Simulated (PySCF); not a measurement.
# I: excitation energy

I [Kr] 4d10 5s2 5p5 (2P) → I [Kr] 4d10 5s1 5p6 (2S), as a difference of total energies. Computed with PySCF 2.14 in x2c-TZVPPall with one added diffuse shell each of s, p, d, f type (9s7p5d3f, 76 functions), with scalar relativity by spin-free X2C-1e. Correlated levels: valence: [Kr] 4d10 frozen; valence and next inner shell: [Ar] 3d10 frozen. The calculations carry no spin-orbit coupling.

```json
{"method": "UHF", "excitation energy (eV)": "12.724"}
{"method": "LDA", "excitation energy (eV)": "10.379"}
{"method": "PBE", "excitation energy (eV)": "10.373"}
{"method": "PBE0", "excitation energy (eV)": "10.978"}
{"method": "r2SCAN", "excitation energy (eV)": "10.761"}
{"method": "HSE06", "excitation energy (eV)": "10.951"}
{"method": "wB97X-V", "excitation energy (eV)": "11.333"}
{"method": "B97-3", "excitation energy (eV)": "10.952"}
{"method": "BLYP", "excitation energy (eV)": "10.373"}
{"method": "MP2 (valence)", "excitation energy (eV)": "11.045"}
{"method": "SCS-MP2 (valence)", "excitation energy (eV)": "10.855"}
{"method": "MP2 (valence and next inner shell)", "excitation energy (eV)": "10.641"}
{"method": "SCS-MP2 (valence and next inner shell)", "excitation energy (eV)": "10.512"}
```

Q: How much does correlation contribute at MP2 (valence and next inner shell)?

A: 10.641 − (12.724) = -2.083 eV, measured against UHF.

A first-order spin-orbit estimate (lowest level to lowest level, LS coupling) adds 0.289 eV.

The upper state lies above the first ionisation limit, where it may autoionise and the basis confines it.
